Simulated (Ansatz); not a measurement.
The cluster Rh₅, 5 atoms. Hardware: 4 threads of Arm Neoverse V2 on a shared host.

In the def2 sets Rh takes a core potential; there is no spin–orbit coupling. Correlated methods freeze no core orbitals; core or outer-core shells of Rh are correlated, in sets that lack core-valence functions.

Question: How many basis functions does each of these Ansatz runs have, and roughly what does it cost? MP2/def2-TZVP, charge 0 doublet, energy, from earlier orbitals; PBE-D4/def2-SVP, charge 0 doublet, energy, from earlier orbitals; PBE0-D4/def2-SVP, charge 0 doublet, relaxation, 15 steps; PBE-D4/def2-SVP, charge 0 doublet, energy with a search over starts; revPBE-D4/def2-TZVP, charge 0 doublet, energy, from earlier orbitals; LC-ωPBE/def2-TZVP, charge 0 doublet, energy, from earlier orbitals; PBE0-D4/def2-TZVP, charge 0 doublet, energy, from earlier orbitals; PBE-D4/def2-TZVP, charge 0 doublet, energy and forces, from earlier orbitals; BHLYP-D4/def2-TZVP, charge 0 doublet, energy, from earlier orbitals; RPA@PBE/def2-TZVP, charge 0 doublet, energy, from earlier orbitals; r2SCAN-D4/def2-TZVP, charge 0 doublet, energy, from earlier orbitals; PBE0-D4/def2-SVP, charge 0 doublet, energy, from earlier orbitals.

Answer: Other jobs shared the machine, so times can vary by a factor of up to 3.

| run | functions | fitting or Cholesky vectors | wall time | peak host memory (GiB) |
| --- | --- | --- | --- | --- |
| PBE0-D4/def2-SVP, charge 0 doublet, energy, from earlier orbitals | 155 | 1710 | 30 s | 0.83 |
| RPA@PBE/def2-TZVP, charge 0 doublet, energy, from earlier orbitals | 200 | 1955 | 57 s | 1 |
| revPBE-D4/def2-TZVP, charge 0 doublet, energy, from earlier orbitals | 200 | 1770 | 59 s | 0.78 |
| PBE-D4/def2-SVP, charge 0 doublet, energy, from earlier orbitals | 155 | 1560 | 60 s | 0.56 |
| PBE-D4/def2-TZVP, charge 0 doublet, energy and forces, from earlier orbitals | 200 | 1770 | 71 s | 0.78 |
| PBE0-D4/def2-TZVP, charge 0 doublet, energy, from earlier orbitals | 200 | 1875 | 100 s | 1.6 |
| LC-ωPBE/def2-TZVP, charge 0 doublet, energy, from earlier orbitals | 200 | 1770 | 1.8 min | 1.1 |
| MP2/def2-TZVP, charge 0 doublet, energy, from earlier orbitals | 200 | 1955 | 1.8 min | 1.1 |
| BHLYP-D4/def2-TZVP, charge 0 doublet, energy, from earlier orbitals | 200 | 2075 | 2.1 min | 1.6 |
| r2SCAN-D4/def2-TZVP, charge 0 doublet, energy, from earlier orbitals | 200 | 1770 | 2.3 min | 0.93 |
| PBE-D4/def2-SVP, charge 0 doublet, energy with a search over starts | 155 | 1560 | 4.9 min | 0.65 |
| PBE0-D4/def2-SVP, charge 0 doublet, relaxation, 15 steps | 155 | 1839 | 6.3 min | 1.2 |
